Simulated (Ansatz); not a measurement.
This geometry of CH4 + CH5AlFN (14 atoms, charge 0, multiplicity 1) is a first-order saddle point.

Theory: RKS CAM-B3LYP-D4/cc-pVDZ in Ansatz.

```xyz
14
Properties=species:S:1:pos:R:3
Al -0.677 0.191 -0.061
N 0.462 1.229 -1.201
C -1.084 -1.656 -0.500
F -1.866 1.217 0.590
H 0.993 0.918 0.002
C 1.020 0.349 1.297
H 0.902 0.862 -2.044
H 0.253 2.219 -1.340
H -0.216 -2.184 -0.927
H -1.410 -2.219 0.389
H -1.902 -1.713 -1.238
H 1.862 -0.356 1.219
H 1.360 1.260 1.814
H 0.302 -0.117 2.001
```

(1) Which two structures does it join? (They come from a converged band through this point; their orientation in space is the band's.)

(2) How far does it lie above each of them?

## Answers

(1) Bonds broken: H5–C6. Bonds formed: Al1–C6, N2–H5. CH4 + CH5AlFN becomes C2H9AlFN.

Initial state:

```xyz
14
Properties=species:S:1:pos:R:3
Al -0.879 0.316 -0.601
N 0.025 1.306 -1.762
C -1.003 -1.618 -0.628
F -1.776 1.183 0.548
H 1.549 0.658 0.727
C 1.221 0.314 1.720
H 0.585 0.944 -2.527
H 0.049 2.321 -1.758
H -0.251 -2.078 -1.287
H -0.876 -2.035 0.383
H -1.997 -1.933 -0.984
H 1.284 -0.781 1.775
H 1.880 0.758 2.478
H 0.189 0.644 1.915
```

Final state:

```xyz
14
Properties=species:S:1:pos:R:3
Al -0.464 0.125 0.285
N 0.532 1.126 -1.252
C -1.047 -1.545 -0.574
F -1.665 1.358 0.354
H 1.474 1.442 -1.015
C 0.836 0.157 1.759
H 0.582 0.613 -2.134
H -0.044 1.958 -1.408
H -0.194 -2.170 -0.894
H -1.643 -2.166 0.117
H -1.679 -1.367 -1.462
H 1.745 -0.428 1.528
H 1.157 1.180 2.019
H 0.411 -0.282 2.678
```

(2) 124.4 kJ/mol above the first and 149.1 kJ/mol above the second. This is the barrier of this one path; another mechanism may lie lower. The orbitals stay closed-shell, which can raise the energy where a bond breaks towards radicals; this wasn't checked here.

Run time: 4.2 min on 4 threads of Arm Neoverse N1 (shared host), peak memory 0.35 GiB.
